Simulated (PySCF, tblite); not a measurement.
Isomers of C3H14N2Si2, one GFN2-xTB conformer each. Single-point energies are computed at PBE0/pcSseg-1 (PySCF, gas phase, no added dispersion term), electronic only.

```
             SMILES  GFN2-xTB relative energy (kJ/mol)
CC(C)N[SiH2]N[SiH3]                                0.0
  CCCN[SiH2][SiH2]N                              133.9
```

Conformers: `[CH3:1][CH:2]([CH3:3])[NH:4][SiH2:5][NH:6][SiH3:7]` with C1–C2–N4–Si5 154°, C2–N4–Si5–N6 -176°, N4–Si5–N6–Si7 -167°; `[CH3:1][CH2:2][CH2:3][NH:4][SiH2:5][SiH2:6][NH2:7]` with C1–C2–C3–N4 -179°, C2–C3–N4–Si5 -86°, C3–N4–Si5–Si6 180°, N4–Si5–Si6–N7 177°, Si5–Si6–N7–H -174° and 48°.

**Question.** What does PBE0/pcSseg-1 give for the same structures?

**Answer.** 
```json
{"SMILES": "CC(C)N[SiH2]N[SiH3]", "PBE0/pcSseg-1 E (Eh)": "-810.72083", "PBE0/pcSseg-1 (kJ/mol)": "0.0", "GFN2-xTB (kJ/mol)": "0.0", "point group": "C1"}
{"SMILES": "CCCN[SiH2][SiH2]N", "PBE0/pcSseg-1 E (Eh)": "-810.69137", "PBE0/pcSseg-1 (kJ/mol)": "77.4", "GFN2-xTB (kJ/mol)": "133.9", "point group": "C1"}
```

Both levels put the same isomer lowest. As drawn, the higher has an Si–Si bond, which the lower lacks.

**Question.** Which frontier levels, dipoles and rotational constants go with these structures?

**Answer.** 
```json
{"SMILES": "CC(C)N[SiH2]N[SiH3]", "HOMO (eV, PBE0/pcSseg-1)": "-6.78", "LUMO (eV)": "0.42", "dipole (D)": "1.39", "A, B, C (MHz)": "5255, 618.3, 589.2"}
{"SMILES": "CCCN[SiH2][SiH2]N", "HOMO (eV, PBE0/pcSseg-1)": "-6.56", "LUMO (eV)": "-0.30", "dipole (D)": "1.34", "A, B, C (MHz)": "6298, 546.9, 535.4"}
```

**Question.** What happens when harmonic zero-point energies from GFN2-xTB frequencies are added?

**Answer.** 
| SMILES | ZPE (kJ/mol) | electronic (kJ/mol) | with ZPE (kJ/mol) |
| --- | --- | --- | --- |
| CC(C)N[SiH2]N[SiH3] | 433.9 | 0.0 | 0.0 |
| CCCN[SiH2][SiH2]N | 440.3 | 77.4 | 83.8 |

The zero-point energies span 6.4 kJ/mol. The order is unchanged.
